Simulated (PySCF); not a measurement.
**AgC at PBE0**

Computed with PBE0; Ag cc-pVDZ-PP with ECP28, C cc-pVDZ; scalar-relativistic core potentials (PySCF 2.14).

For AgC, the state is ⁴Σ⁻ (quartet), unpaired electrons σ ↑, π ↑↑ and the bond length is 2.010 Å. The harmonic wavenumber is 502 cm⁻¹ and the force constant is 1.60 mdyn/Å. The rotational constant Be is 0.3866 cm⁻¹, the anharmonicity ωexe is 4.21 cm⁻¹ and the vibration–rotation constant αe is 0.00412 cm⁻¹. The well depth De to Ag (4d10 5s1) + C is 168 kJ/mol. The dissociation energy D0 is 165 kJ/mol. The bond order (Mayer) is 1.26. The dipole moment (positive dipole means Ag(−)C(+)) is -3.76 D.

Spin–orbit coupling is left out, which matters for elements this heavy, above all for dissociation energies. The state is the lowest single determinant that the PBE0 search found; with open d or f shells the true ground state can be another one.
